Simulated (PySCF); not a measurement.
## Me2Si(SBu)2 (C10H24S2Si): Computed beside measured shifts

System: Me2Si(SBu)2 (C10H24S2Si), SMILES CCCCS[Si](C)(C)SCCCC.

Atom-mapped SMILES (hydrogens are numbered by the atom that bears them): [CH3:1][CH2:2][CH2:3][CH2:4][S:5][Si:6]([CH3:7])([CH3:8])[S:9][CH2:10][CH2:11][CH2:12][CH3:13]

Computed with GIAO PBE0/pcSseg-1, IEF-PCM chloroform, PySCF SCF with an in-house response code, fitting set def2-universal-JFIT up to Ne and JKFIT beyond, grid level 2, non-relativistic, geometry: PBE0-D3(BJ)/def2-SVP.

One optimised conformer. Values are averaged over the atoms that symmetry or fast rotation interchanges, on this one geometry and without vibrational averaging. Shifts are the reference shielding less the shielding here, at the same level (13C, 1H, 29Si against isolated TMS; 33S against isolated CS2); nuclei without a reference have shieldings only.

Task: What shifts does this level give for Si6, and how do they compare with measurement?

Result: 
```tsv
atom	nucleus	computed / ppm	measured / ppm	computed less measured	measured against	medium of the measurement
Si6	29Si	40.9	24.8	16.1	TMS	solution
```

Measured values: U. Herzog, Habilitationsschrift, TU Bergakademie Freiberg, 2002/2003.
